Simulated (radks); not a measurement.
P3+, 12 electrons, occupied as [Ne] 3s2. All-electron calculation, non-relativistic Kohn-Sham, r2SCAN, spin-unpolarised, spherical densities, point nucleus; meta-GGA in the generalised Kohn-Sham scheme. Program: a radial shooting solver on a logarithmic mesh with Libxc functionals.

Unscreened Slater integrals over Kohn-Sham orbitals (hartree).

integral      value
F0(3s,3s)   0.53426
F0(3s,2p)   0.70330
G1(3s,2p)  0.053839
F0(3s,2s)   0.69773
G0(3s,2s)  0.042934
F0(3s,1s)   0.76990
G0(3s,1s)  0.021840
F0(2p,2p)    1.9024
F2(2p,2p)   0.87857
F0(2p,2s)    1.8102
G1(2p,2s)    1.0768
F0(2p,1s)    2.6671
G1(2p,1s)   0.37340
F0(2s,2s)    1.7497
F0(2s,1s)    2.4710
G0(2s,1s)   0.20356
F0(1s,1s)    9.0504
